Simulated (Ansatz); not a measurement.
`[SeH][SiH2][TeH]` + H₂Se → `[SeH][SiH2][SeH]` + H₂Te at 700 K and 1 bar (ligand exchange at the Si–Te bond).

Computed with Ansatz on PBE0-D4/def2-TZVP structures; ΔE is electronic, products minus reactants. CBS: MP2 limit from def2 TZ/QZ plus the TZ coupled-cluster correction, frozen cores. Elements past krypton have def2 core potentials. For Se, Te outer-core shells are correlated without core-valence functions, which leaves a few kJ/mol of doubt a bond. Scalar relativity is left out up to krypton. One conformer a species, not always the lowest.

```csv
species,CCSD(T)/CBS energy (Eh),H − E (kJ/mol),S (J/(mol·K))
`[SeH][SiH2][TeH]`,-2959.95331,148.8,448.8
H₂Se,-2401.89790,61.1,251.1
`[SeH][SiH2][SeH]`,-5092.94208,151.2,428.0
H₂Te,-268.91024,57.2,261.6
```

H − E and S are ideal-gas, rigid-rotor, harmonic terms from PBE0-D4/def2-TZVP, for one conformer and one mirror image of each species. 1 Eh = 2625.50 kJ/mol, R = 8.31446 J/(mol·K).

Question: By hand: ΔE, ΔH, ΔS and ΔG.

Answer: ΔE = (-5092.94208) + (-268.91024) − (-2959.95331) − (-2401.89790) = -0.00111 Eh = -2.9 kJ/mol. Δ(H − E) = 151.2 + 57.2 − 148.8 − 61.1 = -1.5, so ΔH = -4.4 kJ/mol. ΔS = 428.0 + 261.6 − 448.8 − 251.1 = -10.3 J/(mol·K). ΔG = -4.4 − 700 × (-10.3)/1000 = 2.8 kJ/mol.

Question: By hand: the equilibrium constant, and the temperature at which ΔG would vanish if ΔH and ΔS stayed fixed.

Answer: log₁₀ K = −ΔG/(RT ln 10) = -0.2. ΔG = 0 at ΔH/ΔS = 427 K, though so small a ΔH makes that figure unsure.

TΔS isn't small against ΔH here. The sign of ΔG lies within the doubt. A doubt of 5 kJ/mol in ΔE shifts log₁₀ K by 0.4 here. Other conformers and mirror images would add mixing entropy, several J/(mol·K) or more a flexible species. These are equilibria of isolated gas molecules and say nothing of rates. Largest T1 diagnostic: 0.010 (customary marks: 0.02 for closed shells, 0.045 for open ones).
